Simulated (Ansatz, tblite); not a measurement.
Cost and result up the ladder for Si41H46, a nanocrystal cut from hexagonal silicon (87 atoms). Charge 0, multiplicity 1. Geometry: PBE-D4/def2-SVP.

```xyz
87

Si    4.883   -0.061    1.900
Si    3.666   -1.712    3.050
Si    2.678   -0.879    5.032
Si    3.018   -3.560   -0.266
Si    2.003   -2.556    1.616
Si    0.749   -4.166    2.785
Si    0.330   -0.913    4.816
Si   -0.113   -3.228    4.779
Si   -0.950   -4.968    1.372
Si    4.737    3.254   -0.033
Si    3.486    1.697    1.210
Si    2.474    2.843    3.013
Si    2.865   -0.192   -2.087
Si    2.277   -2.468   -2.210
Si    1.838    0.808   -0.208
Si    0.584   -0.799    0.961
Si    0.151    2.462    2.974
Si   -0.410    0.177    2.867
Si   -0.065   -2.657   -2.353
Si   -1.075   -1.643   -0.473
Si   -2.369   -3.229    0.679
Si   -2.754    0.019    2.709
Si   -3.516   -2.195    2.470
Si   -3.972   -4.074   -0.822
Si    3.333    5.037   -0.661
Si    2.678    3.188   -3.946
Si    2.156    0.896   -4.048
Si    1.650    4.167   -2.052
Si    0.416    2.554   -0.871
Si   -0.598    3.547    1.020
Si   -0.181    0.670   -4.201
Si   -0.805   -1.596   -4.317
Si   -1.201    1.679   -2.324
Si   -2.481    0.116   -1.135
Si   -2.936    3.401    0.823
Si   -3.487    1.117    0.757
Si   -3.150   -1.716   -4.476
Si   -4.142   -0.707   -2.578
Si   -5.420   -2.330   -1.458
Si   -2.603    3.423   -3.034
Si   -3.634    4.450   -1.166
H     6.000    0.477    2.761
H     5.494   -0.679    0.665
H     4.591   -2.852    3.412
H     3.040   -1.809    6.165
H     3.210    0.488    5.374
H     4.519   -3.455   -0.145
H     2.653   -5.024   -0.315
H     1.676   -5.305    3.147
H    -0.321   -0.269    6.018
H     0.620   -3.846    5.945
H    -1.577   -3.542    4.941
H    -0.316   -5.567    0.139
H    -1.755   -6.044    2.059
H     5.903    3.749    0.788
H     5.283    2.586   -1.272
H     3.108    2.456    4.323
H     2.692    4.326    2.822
H     4.366   -0.073   -1.949
H     2.900   -3.074   -3.448
H    -0.519    3.076    4.182
H    -0.445   -4.119   -2.388
H    -3.373    0.676    3.922
H    -3.379   -3.001    3.734
H    -4.985   -2.134    2.126
H    -3.278   -4.622   -2.045
H    -4.739   -5.200   -0.171
H     4.115    6.102   -1.390
H     2.727    5.656    0.573
H     4.174    3.376   -3.863
H     2.190    3.874   -5.198
H     2.807    0.244   -5.246
H     0.708    5.262   -2.496
H    -0.179    4.999    1.076
H    -0.669    1.384   -5.442
H    -0.146   -2.241   -5.515
H    -3.585    4.042    2.028
H    -4.986    0.955    0.639
H    -3.589   -3.157   -4.569
H    -3.610   -1.006   -5.725
H    -5.013    0.447   -3.017
H    -6.060   -1.737   -0.228
H    -6.515   -2.846   -2.359
H    -1.790    4.438   -3.798
H    -3.654    2.873   -3.966
H    -3.265    5.913   -1.120
H    -5.134    4.348   -1.290
```

Ansatz on 11 threads of AMD EPYC 7R13 on a shared host and a whole NVIDIA H100 80GB HBM3; xTB runs through tblite on one thread. Times are rough, summed over both states, and most runs start from the orbitals of an earlier one. PBE0-D4/def2-SVP serves as the yardstick here, not as an exact answer. The other state is a triplet.

The xTB rows come from tblite. Single mean-field runs in def2-SVP are fitted with def2-universal-jkfit. HOMO above LUMO, or a gap near zero within one spin, warns that the state may not be the lowest or that an electron is smeared out.

xTB has no spin-polarisation term.

| level | functions | wall time | vertical triplet (eV) | difference from PBE0-D4/def2-SVP (eV) | remarks |
| --- | --- | --- | --- | --- | --- |
| GFN1-xTB | 461 | 5.5 s | 2.25 | -1.56 | – |
| GFN2-xTB | 415 | 12 s | 2.47 | -1.34 | – |
| PBE-D4/def2-SVP (with forces) | 968 | 30 s | 3.14 | -0.67 | gap within one spin near zero (triplet) |
| PBE0-D4/def2-SVP (with forces) | 968 | 65 s | 3.81 | 0.00 | – |
